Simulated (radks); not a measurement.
Results of a calculation; reference values are marked as such.
Question: Species: Zn V. Configuration: [Ne] 3s1.75 3p6 3d8 4p0.25 (fractional occupations, a model configuration). Level of theory: scalar-relativistic Kohn-Sham, OLYP, spin-polarised, spherical densities, point nucleus; open shells are filled with parallel spins first (a radial shooting solver on a logarithmic mesh with Libxc functionals). Some entries of the table are withheld. Estimate them.

orbital,occ.,eigenvalue (Ry),r(max) (bohr)
1s up,1,-705.3335,0.03292
1s down,1,-705.3176,0.03292
2s up,1,-90.59250,0.1893
2s down,1,-90.45863,0.1892
2p up,3,-79.24468,0.1521
2p down,3,-79.14198,0.1521
3s up,1,-14.69811,0.5846
3s down,0.75,-14.44837,0.5854
3p up,3,-11.28767,0.5867
3p down,3,-11.04007,0.5879
3d up,5,-5.73997,0.5452
3d down,3,-5.49589,0.5492
4p down,0,-2.98836,(1)
4p up,0.25,-2.96435,(2)

Answer: 
(1) 4p down r(max) (bohr): 1.920
(2) 4p up r(max) (bohr): 1.864
